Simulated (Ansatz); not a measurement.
The cluster Au₂S₂⁻. The state is a quartet with charge -1. Geometry PBE-D4/def2-SVPD; atoms count from 1.

```xyz
4

Au   -0.7860    1.0807    1.8351
Au    0.1265   -0.2713   -0.5803
S    -0.6240   -0.5515   -2.6687
S     1.2835   -0.2579    1.4140
```

In the def2 sets Au takes a core potential; there is no spin–orbit coupling. At PBE0-D4/def2-TZVPD a doublet of charge -1 lies 0.97 eV below the quartet, each at its own geometry. The structure comes from a short search, and lower isomers may exist.

Estimate the Mulliken populations from the PBE0/def2-TZVPD orbitals of Ansatz.


```tsv
atom	charge (e)	spin (α − β)	d electrons
Au1	-0.25	0.82	9.73
Au2	0.12	0.17	9.39
S3	-0.45	1.01	–
S4	-0.42	1.00	–
```
Mulliken values and Mayer orders depend strongly on the basis. With diffuse functions, as here, like atoms can get unlike values, and bond orders can come out too low or too high.

Where does the spin sit?

Summed by element: Au 0.99, S 2.01, of 3 unpaired in all. Largest on single atoms: S3 1.01, S4 1.00, Au1 0.82.

And the Mayer bond orders between bonded heavy atoms (over 0.3)?

Au1–Au2 0.33 (2.91 Å); Au1–S4 0.59 (2.50 Å); Au2–S3 1.06 (2.24 Å); Au2–S4 0.78 (2.31 Å). Values over 0.3 also appear between atoms too far apart for a bond (S3–S4 0.35 at 4.52 Å); they arise where an orbital or an unpaired electron spreads over both atoms.
